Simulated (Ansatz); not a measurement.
Consider the atomization: `CC(C)[O][GaH2]` → 3 C• + Ga• + 9 H• + O•.

Gas-phase electronic energies from Ansatz, PBE0-D4/def2-TZVP geometries. CBS: MP2 limit from def2 TZ/QZ plus the TZ coupled-cluster correction, frozen cores. This one scheme is used for every species, atoms too. For atomizations the MP2-based limit and the directly extrapolated one differ by several kJ/mol either way, and by 10 to 25 for some Ge, Se and Sn compounds, so smaller differences from it don't rank the levels. DFT in def2-TZVPP. Open shells (•) are unrestricted, without spin–orbit coupling. Spin–orbit coupling would lower the free atoms: a little for C, O; clearly for Ga. For Ga outer-core shells are correlated without core-valence functions, so the limit isn't a true one: a few kJ/mol of doubt a bond, and 10 to 20 or more in all where bonds break to atoms. Scalar relativity is left out up to krypton. Each species was taken in one conformer, which may not be the lowest.

`CC(C)[O][GaH2]`:

Z-matrix (Å, degrees):
```
C
C 1 1.518
H 1 1.093 2 111.1
H 1 1.092 2 110.3 3 120.1
H 1 1.095 2 110.6 3 -119.7
C 2 1.518 1 111.9 3 60.4
O 2 1.411 1 111.4 3 -174.2
H 2 1.099 1 108.1 3 -58.6
H 6 1.092 2 110.3 1 179.5
H 6 1.093 2 111.1 1 -60.4
H 6 1.095 2 110.6 1 59.3
Ga 7 1.785 2 126.6 1 -62.8
H 12 1.564 7 120.0 2 0.0
H 12 1.557 7 112.0 2 -180.0
```

CCSD(T)/CBS gives +52.55 eV.

Another level gave +52.68 eV. Which?
A. revPBE-D4/def2-TZVPP
B. ωB97X-V/def2-TZVPP
C. CAM-B3LYP-D4/def2-TZVPP
D. CCSD/def2-TZVPP

C. CAM-B3LYP-D4 52.68, ωB97X-V 52.58, CCSD/def2-TZVPP 50.83, revPBE-D4 51.99 eV.

Largest T1 diagnostic among the species: 0.014.

At CCSD(T), def2-SVP lies −2.21 eV from the extrapolated value and def2-TZVPP −1.05 eV: correlation converges slowly with the basis, and small sets miss more of it in the bonded molecule than in its fragments. From PBE to PBE0 (25 % exact exchange), in def2-TZVPP and without D4, ΔE moves by −0.64 eV: exact exchange takes away binding that semilocal exchange gives to molecules. Leaving LDA and LC-ωPBE aside and taking each functional with its dispersion term where it has one, the values, not all of them listed here, spread over 2.05 eV, from BHLYP-D4 to PBE-D4. LDA lies +6.86 eV from PBE without D4, its usual overbinding.
